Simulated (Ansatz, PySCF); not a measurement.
Spin gap between two states, R1 and P1; the higher of the two is an excited state, each structure at its B3LYP-D3(BJ)/def2-TZVP stationary point, reached from a drawn start (curvature not checked).
R1, CF2 (SMILES F[C]F) (charge 0, multiplicity 1, Z-matrix in Å and degrees):
```
C
F 1 1.3036
F 1 1.3036 2 104.74
```
P1, CF2 (SMILES F[C]F) (charge 0, multiplicity 3):
```xyz
3

C      0.00000     0.00000    -0.44178
F      1.13899     0.00000     0.22089
F     -1.13899     0.00000     0.22089
```

P less R. No zero-point or thermal terms; singlets are restricted closed shells; open shells are unrestricted.

Run with Ansatz (a program for electronic structure); PySCF for M06-2X and the D3/D4 terms. Each number belongs to the level named beside it.

Task: What is the computed spin gap (PBE-D3(BJ)/def2-TZVPP)?

Result: 51.5 kcal/mol

Task: What is the computed spin gap (revPBE-D4/def2-TZVPP)?

Result: 50.9 kcal/mol

Task: Predict the spin gap from M06-2X/def2-TZVPP.

Result: 52.7 kcal/mol
